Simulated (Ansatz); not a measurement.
H3FSi2, SMILES `F[Si][SiH3]` (lower singlet) (charge 0, multiplicity 1). This singlet lies 1.07 eV below the relaxed triplet at the level frozen-core CCSD(T)/cc-pVTZ // PBE0-D3(BJ)/def2-TZVP (Ansatz, a first-principles code).

Level of theory: frozen-core CCSD(T)/cc-pVTZ // PBE0-D3(BJ)/def2-TZVP run with Ansatz.

Ansatz 0.2 input:
```yaml
crystal:
  periodic: [false, false, false]
  atoms:
    - { symbol: F, position_ang: [2.417337, 0.508288, -0.347001] }
    - { symbol: Si, position_ang: [1.675396, -0.756556, 0.333825] }
    - { symbol: Si, position_ang: [-0.633412, -0.020971, 0.032868] }
    - { symbol: H, position_ang: [-1.361777, -1.062837, -0.752006] }
    - { symbol: H, position_ang: [-0.808716, 1.295472, -0.641866] }
    - { symbol: H, position_ang: [-1.28883, 0.036605, 1.374179] }
basis:
  gaussian: { orbitals: cc-pVTZ }
correlation:
  method: ccsd_t
```

Output:

```
Functional definition: HF
827 factors; integrals over basis functions are off by at most 7.4e-4 eV
mean field evaluation 1: about -18477.2552 eV, gradient 2.8e1 eV
mean field evaluation 2: about -18477.4008 eV, gradient 2.9e1 eV
mean field evaluation 4: about -18479.4567 eV, gradient 2.8e0 eV
mean field evaluation 8: about -18479.5249 eV, gradient 2.0e-1 eV
mean field evaluation 16: about -18479.5253 eV, gradient 2.7e-6 eV
mean field -18479.52532937 eV, -679.1100299821 hartree, gradient 2.7e-6 eV, S^2 0.000000; 0 other end points of the search recorded, 0 dependent functions left out; unrestricted orbitals would lower it
11 core orbitals not correlated
reference -18479.52532937 eV, -679.1100299821 hartree; 9, 9 occupied and 120, 120 virtual orbitals, 827 factors
second order -12.94033814 eV of doubles, -0.00000000 eV of singles
cycle   1  -13.45984785 eV  change   -5.2e-1 eV  update   1.0e-1
cycle   2  -13.87728057 eV  change   -4.2e-1 eV  update   3.6e-2
cycle   3  -13.99410766 eV  change   -1.2e-1 eV  update   2.1e-2
cycle   4  -13.97991393 eV  change    1.4e-2 eV  update   5.7e-3
cycle   5  -13.97918471 eV  change    7.3e-4 eV  update   2.4e-3
cycle   6  -13.98018683 eV  change   -1.0e-3 eV  update   8.2e-4
cycle   7  -13.97963208 eV  change    5.5e-4 eV  update   3.6e-4
cycle   8  -13.97966937 eV  change   -3.7e-5 eV  update   1.4e-4
cycle   9  -13.97978682 eV  change   -1.2e-4 eV  update   5.8e-5
cycle  10  -13.97976664 eV  change    2.0e-5 eV  update   2.3e-5
cycle  11  -13.97976544 eV  change    1.2e-6 eV  update   9.9e-6
perturbative correction -0.46939921 eV, -0.0172501028 hartree
Total energy: -18493.97449401 eV, -679.6410269889 hartree
```
